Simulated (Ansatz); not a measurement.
SnGe6, relaxed as a singlet with RKS PBE-D4/def2-SVP in Ansatz, starting from the GFN2-xTB geometry. Force threshold 0.02 eV/Å.

In the def2 sets Sn takes a core potential; there is no spin–orbit coupling. Another isomer (singlet) lies 1.03 eV lower at PBE0-D4/def2-TZVP; other spin states weren't run for this one.

Start:

Cartesian coordinates in Å:
```
Sn 2.0030 -1.2183 1.4040
Ge 0.9879 0.3272 -0.6158
Ge -0.3730 -0.1697 1.6503
Ge -1.5499 -0.4206 -0.5594
Ge -0.8866 1.5443 -1.9093
Ge 0.3288 -2.1432 -0.4602
Ge -0.5103 2.0804 0.4903
```

(1) Estimate the energy that the relaxation releases and the steps that it takes.

(2) Does the start keep its bonding?

(3) Predict the relaxed structure.

## Answers

(1) 0.26 eV, in 6 steps; 29 s on 4 threads of Arm Neoverse V1 on a shared host. No frequencies were taken in this run, so the end may be a saddle point.

(2) By distances, no bond broke or formed. The bond that changes most is Sn1–Ge2, from 2.74 to 2.98 Å (atoms count from 1).

(3) 
```xyz
7

Sn    2.055   -1.326    1.551
Ge    1.052    0.359   -0.698
Ge   -0.335   -0.143    1.657
Ge   -1.568   -0.439   -0.591
Ge   -0.986    1.578   -1.962
Ge    0.318   -2.153   -0.481
Ge   -0.537    2.124    0.524
```
Bond lengths: 10 × Ge–Ge 2.51 to 2.78 Å; 3 × Ge–Sn 2.67 to 2.98 Å.
